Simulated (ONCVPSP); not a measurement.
**An all-electron radial function and its pseudo partner (oxygen)**

Columns: radius, all-electron u(r) and pseudo u(r) of the 2s shell (level -39.53 eV) of oxygen in the configuration [He] 2s2 2p3; BLYP, scalar-relativistic, ONCV scheme, ONCVPSP 4.0.1.

| r (bohr) | all-electron | pseudo |
| --- | --- | --- |
| 0.053 | -0.3606 | 0.0390 |
| 0.105 | -0.4410 | 0.0822 |
| 0.158 | -0.3699 | 0.1351 |
| 0.210 | -0.2242 | 0.1979 |
| 0.262 | -0.0470 | 0.2721 |
| 0.315 | 0.1391 | 0.3582 |
| 0.368 | 0.3152 | 0.4522 |
| 0.420 | 0.4703 | 0.5484 |
| 0.473 | 0.6066 | 0.6454 |
| 0.525 | 0.7179 | 0.7346 |
| 0.578 | 0.8093 | 0.8149 |
| 0.630 | 0.8783 | 0.8796 |
| 0.683 | 0.9298 | 0.9298 |
| 0.735 | 0.9638 | 0.9637 |
| 0.788 | 0.9839 | 0.9838 |
| 0.840 | 0.9915 | 0.9914 |
| 0.893 | 0.9889 | 0.9888 |
| 0.945 | 0.9779 | 0.9779 |
| 0.998 | 0.9599 | 0.9598 |
| 1.050 | 0.9367 | 0.9366 |
| 1.102 | 0.9094 | 0.9093 |
| 1.155 | 0.8783 | 0.8782 |
| 1.208 | 0.8448 | 0.8448 |
| 1.260 | 0.8104 | 0.8104 |
| 1.313 | 0.7744 | 0.7744 |
| 1.365 | 0.7387 | 0.7386 |

Q: How many radial nodes do the two functions have?

A: The all-electron 2s function has n − l − 1 = 1; the pseudo-wave has 0, since the states of the same l below it are removed with the core.

Q: At about which radius was the pseudo-wave matched?

A: 0.75 bohr. The columns agree to 0.0005 from 0.68 bohr on; several derivatives are matched, so the curves merge somewhat inside the radius.

Q: Where does each function peak?

A: Outermost all-electron maximum near 0.84 bohr, pseudo maximum near 0.84 bohr (to the table’s step).

Q: Is the pseudo-wave norm-conserving?

A: Yes: the ONCV scheme keeps the norm inside the radius equal to the all-electron one, which fixes the energy derivative of the logarithmic derivative at the level.
